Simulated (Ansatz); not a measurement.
# Molecular dynamics of CO₂

input.yaml

```yaml
accuracy: low
crystal:
  lattice:
    - [8.706588, 0.0, 0.0]
    - [0.0, 8.706588, 0.0]
    - [0.0, 0.0, 8.706588]
  atoms:
    - { symbol: C, position: [0.92692161, 0.22276071, 0.09970127] }
    - { symbol: O, position: [0.88104001, 0.27427821, 0.21494245] }
    - { symbol: O, position: [0.97311596, 0.17206714, -0.01586447] }
    - { symbol: C, position: [0.18191966, 0.51934489, 0.50655669] }
    - { symbol: O, position: [0.17640294, 0.60326012, 0.61132571] }
    - { symbol: O, position: [0.18823635, 0.43549972, 0.4016617] }
    - { symbol: C, position: [0.60453219, 0.08616567, 0.88369162] }
    - { symbol: O, position: [0.63599668, 0.06550542, 1.01266175] }
    - { symbol: O, position: [0.57400868, 0.1062533, 0.75440355] }
    - { symbol: C, position: [0.83394501, 0.05342918, 0.49257551] }
    - { symbol: O, position: [0.77112242, -0.0326099, 0.41066843] }
    - { symbol: O, position: [0.89684821, 0.13933428, 0.57457436] }
    - { symbol: C, position: [0.25849289, 0.91206325, 0.25956981] }
    - { symbol: O, position: [0.20097841, 1.03246105, 0.24352663] }
    - { symbol: O, position: [0.316201, 0.79185747, 0.27604732] }
    - { symbol: C, position: [0.43144405, 0.70841196, 0.86504374] }
    - { symbol: O, position: [0.48635984, 0.590216, 0.8327593] }
    - { symbol: O, position: [0.37712433, 0.82693003, 0.89802679] }
    - { symbol: C, position: [0.75813959, 0.60465491, 0.31644926] }
    - { symbol: O, position: [0.83269161, 0.59486411, 0.42772169] }
    - { symbol: O, position: [0.6830982, 0.61419714, 0.20523701] }
    - { symbol: C, position: [0.27562364, 0.39651649, 0.03993553] }
    - { symbol: O, position: [0.17766338, 0.48645535, 0.01963105] }
    - { symbol: O, position: [0.373311, 0.30682196, 0.06059701] }
    - { symbol: C, position: [0.90404662, 0.79823774, -0.0345673] }
    - { symbol: O, position: [0.97472439, 0.79662745, 0.07961596] }
    - { symbol: O, position: [0.83299112, 0.80023614, -0.14862044] }
    - { symbol: C, position: [0.23064752, 0.11140065, 0.65795205] }
    - { symbol: O, position: [0.23271186, 0.23295589, 0.71503705] }
    - { symbol: O, position: [0.22902233, -0.01033744, 0.60111358] }
basis:
  ecutwfc: 420.0
kpoints:
  mp_grid: { grid: [1, 1, 1] }
hamiltonian:
  xc: pbe
  dispersion: d3bj
scf:
  occupations: { method: fermi_dirac, width: 0.02 }
  lower_state_search: "off"
md:
  timestep: 1
  n_steps: 160
  ensemble: nvt_langevin
  temperature: 300.0
  initial_velocities: maxwell_boltzmann
  seed: 816744
  friction: 0.02
```

Launched with:

```bash
$ ansatz run input.yaml --threads 1 --pin off --max-ram 3072MiB --backend cpu --events-out ev --progress --plain --runs-dir out
```

It starts from a relaxed structure.

Output, in part (step lines):

```
md step     0: t =     0.00 fs  T =   290.0 K  F+E_penalty+E_count = -13850.21586440 eV  E_kin = 1.124562 eV  (9 SCF iters)
md step     1: t =     1.00 fs  T =   272.4 K  F+E_penalty+E_count = -13850.18561467 eV  E_kin = 1.056304 eV  (8 SCF iters)
md step     2: t =     2.00 fs  T =   277.0 K  F+E_penalty+E_count = -13850.11392516 eV  E_kin = 1.074161 eV  (8 SCF iters)
md step     3: t =     3.00 fs  T =   258.8 K  F+E_penalty+E_count = -13850.03768749 eV  E_kin = 1.003621 eV  (8 SCF iters)
md step     4: t =     4.00 fs  T =   243.4 K  F+E_penalty+E_count = -13849.98415537 eV  E_kin = 0.943874 eV  (8 SCF iters)
md step     5: t =     5.00 fs  T =   218.1 K  F+E_penalty+E_count = -13849.95432042 eV  E_kin = 0.845879 eV  (6 SCF iters)
md step     6: t =     6.00 fs  T =   220.7 K  F+E_penalty+E_count = -13849.94057024 eV  E_kin = 0.855788 eV  (7 SCF iters)
md step     7: t =     7.00 fs  T =   207.6 K  F+E_penalty+E_count = -13849.92686696 eV  E_kin = 0.805177 eV  (6 SCF iters)
[... lines left out ...]
md step   160: t =   160.00 fs  T =   296.5 K  F+E_penalty+E_count = -13848.98594500 eV  E_kin = 1.149595 eV  (8 SCF iters)
```

The steps, from the saved trajectory:

```csv
time (fs),T (K),potential energy less start (eV)
0.0,290,0.000
5.0,218,0.262
10.0,254,0.296
15.0,256,0.275
20.0,219,0.409
25.0,202,0.370
30.0,229,0.390
35.0,202,0.458
40.0,201,0.544
45.0,182,0.521
50.0,227,0.406
55.0,244,0.344
60.0,234,0.513
65.0,236,0.539
70.0,233,0.588
75.0,247,0.577
80.0,309,0.385
85.0,254,0.572
90.0,275,0.628
95.0,273,0.737
100.0,296,0.764
105.0,348,0.650
110.0,318,0.712
115.0,296,0.823
120.0,321,0.903
125.0,346,0.848
130.0,281,1.003
135.0,303,0.966
140.0,353,0.836
145.0,347,0.878
150.0,332,0.894
155.0,316,1.140
160.0,296,1.230
```

The run went to its last step. A run of 0.16 ps of so small a system gives no equilibrium averages. Limits of this set-up: coarse k mesh, low accuracy level.

Mean squared displacements from the first frame to the last, about the centre of mass: C 0.14 Å², O 0.21 Å².

Last frame:

```xyz
30
Lattice="8.7066 0.0000 0.0000 0.0000 8.7066 0.0000 0.0000 0.0000 8.7066" Properties=species:S:1:pos:R:3
C 8.312 1.623 0.519
O 8.066 2.425 1.315
O 8.529 0.896 -0.378
C 1.767 4.473 4.333
O 1.623 5.290 5.152
O 1.915 3.586 3.585
C 5.614 0.471 7.381
O 5.991 0.253 8.481
O 5.527 0.625 6.238
C 7.354 0.520 4.165
O 6.837 -0.404 3.687
O 7.918 1.505 4.388
C 2.178 7.309 2.650
O 1.491 8.265 2.416
O 2.972 6.431 2.822
C 3.765 6.231 7.742
O 4.296 5.270 7.259
O 3.196 7.120 8.244
C 6.507 5.155 2.934
O 7.376 4.960 3.673
O 5.695 5.239 2.078
C 2.150 3.139 0.242
O 1.332 3.995 0.139
O 2.874 2.245 0.504
C 7.651 6.763 -0.327
O 8.105 6.624 0.752
O 7.196 6.734 -1.372
C 1.684 0.749 5.935
O 1.756 1.819 6.417
O 1.777 -0.371 5.558
```

Time of the run: 6.7 min on 1 thread of Intel(R) Xeon(R) 6975P-C (Granite Rapids), on a shared host, peak memory 0.64 GiB.
